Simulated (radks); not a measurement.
Q: The gallium ion Ga2+, configuration [Ar] 3d10 4s1 (the NIST ground configuration). Calculated with a radial shooting solver on a logarithmic mesh with Libxc functionals: scalar-relativistic Kohn-Sham, BLYP, spin-polarised, spherical densities, finite nucleus; open shells are filled with parallel spins first; Fermi nuclear charge, rms radius 3.9973 fm. Some entries of the table are withheld. Estimate them.

| orbital | occ. | eigenvalue (eV) | <r> (bohr) |
|---|---|---|---|
| 1s up | 1 | -10253.22 | 0.04860 |
| 1s down | 1 | -10253.15 | 0.04860 |
| 2s up | 1 | -1282.762 | 0.2178 |
| 2s down | 1 | -1282.738 | 0.2178 |
| 2p up | 3 | -1119.569 | 0.1907 |
| 2p down | 3 | -1119.537 | 0.1907 |
| 3s up | 1 | (1) | 0.6521 |
| 3s down | 1 | (2) | 0.6518 |
| 3p up | 3 | -119.0435 | 0.6794 |
| 3p down | 3 | -118.9486 | 0.6787 |
| 3d up | 5 | -39.3706 | 0.8025 |
| 3d down | 5 | -39.1541 | 0.7960 |
| 4s up | 1 | (3) | (4) |
| 4s down | 0 | (5) | (6) |

A: 
(1) 3s up eigenvalue (eV): -168.2015
(2) 3s down eigenvalue (eV): -168.1268
(3) 4s up eigenvalue (eV): -26.7596
(4) 4s up <r> (bohr): 2.066
(5) 4s down eigenvalue (eV): -25.6925
(6) 4s down <r> (bohr): 2.081
